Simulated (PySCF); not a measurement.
AgF (SMILES [F][Ag]), singlet, geometry from GFN2-xTB (such geometries of metal compounds can be far from the true shape) (core potentials on Ag); DF-SVWN5/def2-TZVP in PySCF.

Input for PySCF:
```python
from pyscf import gto, scf, dft

mol = gto.Mole()
mol.atom = '''
    Ag   -0.000000   -0.000000   -0.316785
    F     0.000000    0.000000    1.654320
'''
mol.basis = 'def2-tzvp'
mol.ecp = {'Ag': 'def2-tzvp'}
mol.charge = 0
mol.spin = 0
mol.verbose = 4
mol.build()

mf = dft.RKS(mol)
mf.xc = 'lda,vwn'
mf = mf.density_fit(auxbasis='def2-universal-jkfit')
mf.kernel()
mf.analyze()
```

Problem. Predict the main parts of the log of this PySCF run.

Solution. 
```
PySCF version 2.14.0

[INPUT] verbose = 4
[INPUT] num. atoms = 2
[INPUT] num. electrons = 28
[INPUT] charge = 0
[INPUT] spin (= nelec alpha-beta = 2S) = 0
[INPUT] symmetry False subgroup None
[INPUT] Mole.unit = angstrom
[INPUT] Symbol           X                Y                Z      unit          X                Y                Z       unit  Magmom
[INPUT]  1 Ag     0.000000000000   0.000000000000  -0.316785000000 AA    0.000000000000   0.000000000000  -0.598636890370 Bohr   0.0
[INPUT]  2 F      0.000000000000   0.000000000000   1.654320000000 AA    0.000000000000   0.000000000000   3.126211722390 Bohr   0.0

nuclear repulsion = 45.907906005677
number of shells = 25
number of NR pGTOs = 111
number of NR cGTOs = 71
basis = def2-tzvp
ecp = {'Ag': 'def2-tzvp'}

******** <class 'pyscf.df.df_jk.DFRKS'> ********
method = DFRKS
initial guess = minao
damping factor = 0
level_shift factor = 0
DIIS = <class 'pyscf.scf.diis.CDIIS'>
diis_start_cycle = 1
diis_space = 8
diis_damp = 0
SCF conv_tol = 1e-09
SCF conv_tol_grad = None
SCF max_cycles = 50
direct_scf = False
XC library pyscf.dft.libxc version 7.1.2
    S. Lehtola, C. Steigemann, M. J. T. Oliveira, and M. A. L. Marques,  SoftwareX 7, 1–5 (2018)
XC functionals = lda,vwn
    P. A. M. Dirac,  Math. Proc. Cambridge Philos. Soc. 26, 376 (1930)
    F. Bloch,  Z. Phys. 57, 545 (1929)
    S. H. Vosko, L. Wilk, and M. Nusair,  Can. J. Phys. 58, 1200 (1980)
radial grids:
    Treutler-Ahlrichs [JCP 102, 346 (1995); DOI:10.1063/1.469408] (M4) radial grids

becke partition: Becke, JCP 88, 2547 (1988); DOI:10.1063/1.454033
pruning grids: <function nwchem_prune>
grids dens level: 3
symmetrized grids: False
atomic radii adjust function: <function treutler_atomic_radii_adjust>
small_rho_cutoff = 0
Set gradient conv threshold to 3.16228e-05
Initial guess from minao.
tot grids = 36704
init E= -235.334076061017
  HOMO = -0.813680957793571  LUMO = -0.725749170574595  gap/eV = 2.39275
cycle= 1 E= -244.450193329475  delta_E= -9.12  |g|= 3.28  |ddm|= 4.92
  HOMO = 0.179525882459114  LUMO = 0.204945931580561  gap/eV = 0.69171
cycle= 2 E= -225.538417641815  delta_E= 18.9  |g|= 6.39  |ddm|= 16.9

WARN: HOMO -0.425126991182726 == LUMO -0.425126991182723

cycle= 3 E= -243.482630898594  delta_E= -17.9  |g|= 3.02  |ddm|= 15.4
  HOMO = -0.766150931770859  LUMO = -0.420420222110291  gap/eV = 9.40781
cycle= 4 E= -245.221041864201  delta_E= -1.74  |g|= 2.15  |ddm|= 5.31
  HOMO = -0.376956635740015  LUMO = -0.199248145589262  gap/eV = 4.83569
cycle= 5 E= -245.889814756989  delta_E= -0.669  |g|= 0.597  |ddm|= 0.829
  HOMO = -0.199460476838055  LUMO = -0.160859308720482  gap/eV = 1.05039
cycle= 6 E= -245.818771136448  delta_E= 0.071  |g|= 0.837  |ddm|= 1.35
  HOMO = -0.253474328324736  LUMO = -0.159031899186907  gap/eV = 2.56991
cycle= 7 E= -245.968448177223  delta_E= -0.15  |g|= 0.16  |ddm|= 1.01
  HOMO = -0.252823361263243  LUMO = -0.164706235477286  gap/eV = 2.39779
cycle= 8 E= -245.973607748685  delta_E= -0.00516  |g|= 0.0285  |ddm|= 0.169
  HOMO = -0.253184810659035  LUMO = -0.165440171200757  gap/eV = 2.38765
cycle= 9 E= -245.973697408428  delta_E= -8.97e-05  |g|= 0.0116  |ddm|= 0.0252
  HOMO = -0.25189168789516  LUMO = -0.165076422098586  gap/eV = 2.36236
cycle= 10 E= -245.973722626643  delta_E= -2.52e-05  |g|= 0.000416  |ddm|= 0.00975
  HOMO = -0.251944083537381  LUMO = -0.165080065129139  gap/eV = 2.36369
cycle= 11 E= -245.973722613869  delta_E= 1.28e-08  |g|= 0.000487  |ddm|= 0.00117
  HOMO = -0.251911532268055  LUMO = -0.165071022403378  gap/eV = 2.36305
cycle= 12 E= -245.973722663547  delta_E= -4.97e-08  |g|= 8.26e-05  |ddm|= 0.000478
  HOMO = -0.251904317081037  LUMO = -0.165070506571226  gap/eV = 2.36287
cycle= 13 E= -245.97372266495  delta_E= -1.4e-09  |g|= 1.27e-05  |ddm|= 6.92e-05
  HOMO = -0.251902706377583  LUMO = -0.165070066638755  gap/eV = 2.36284
cycle= 14 E= -245.973722664985  delta_E= -3.43e-11  |g|= 4.33e-07  |ddm|= 1.16e-05
  HOMO = -0.251902615826694  LUMO = -0.165070027839253  gap/eV = 2.36284
Extra cycle  E= -245.973722664984  delta_E= 5.12e-13  |g|= 8.63e-07  |ddm|= 1.3e-06
converged SCF energy = -245.973722664984
**** SCF Summaries ****
Total Energy =                        -245.973722664984052
Nuclear Repulsion Energy =              45.907906005677020
One-electron Energy =                 -492.271754858981126
Two-electron Energy =                  200.390126188320039
Two-electron Coulomb Energy =          224.018509467320570
DFT Exchange-Correlation Energy =      -23.628383279000516
HOMO-LUMO gap [eV] =                     2.362835070841873
**** MO energy ****
MO #1   energy= -24.00159088815    occ= 2
MO #2   energy= -3.60070202667762  occ= 2
MO #3   energy= -2.2354307792037   occ= 2
MO #4   energy= -2.23052505432077  occ= 2
MO #5   energy= -2.23052505412522  occ= 2
MO #6   energy= -0.94815391376838  occ= 2
MO #7   energy= -0.368898319565893 occ= 2
MO #8   energy= -0.332254311497406 occ= 2
MO #9   energy= -0.332254311254547 occ= 2
MO #10  energy= -0.310873168071076 occ= 2
MO #11  energy= -0.310873141324547 occ= 2
MO #12  energy= -0.257557934716864 occ= 2
MO #13  energy= -0.251902616378305 occ= 2
MO #14  energy= -0.251902615826694 occ= 2
MO #15  energy= -0.165070027839253 occ= 0
MO #16  energy= -0.0240950656998648 occ= 0
MO #17  energy= -0.0240950655898998 occ= 0
MO #18  energy= 0.0255477003561708 occ= 0
MO #19  energy= 0.0783058181870047 occ= 0
MO #20  energy= 0.16741912388425   occ= 0
MO #21  energy= 0.167419123986218  occ= 0
MO #22  energy= 0.222192397098834  occ= 0
Dipole moment(X, Y, Z, Debye): -0.00000, -0.00000, -5.02468
```
